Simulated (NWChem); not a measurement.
# Ionisation of 1,3,5-triazine (C₃H₃N₃)

```
C
N 1 1.3342
C 2 1.3342 1 114.55
N 1 1.3343 2 125.46 3 0.00
N 3 1.3343 2 125.46 1 0.00
C 4 1.3343 1 114.54 2 0.00
H 1 1.0975 2 117.27 3 180.00
H 3 1.0975 2 117.27 1 180.00
H 6 1.0975 4 117.27 1 180.00
```
Charge 0, spin multiplicity 1.

The numbers come from NWChem runs, not from measurements. All single points use one geometry, from B3LYP/def2-SVP, a minimum by its harmonic frequencies.

Basis set: def2-SVP. −ε marks an orbital energy of the parent.

B3LYP has NWChem's definition, with VWN1-RPA local correlation.

For the first vertical ionisation energy, −ε(HOMO) of HF gives 12.01 eV and −ε(HOMO) of PBE0 gives 7.96 eV. What do −ε(HOMO) of B3LYP, −ε(HOMO) of PBE, G0W0@LDA (SVWN5) give?

−ε(HOMO) of B3LYP: 7.65 eV; −ε(HOMO) of PBE: 6.28 eV; G0W0@LDA (SVWN5): 9.34 eV.
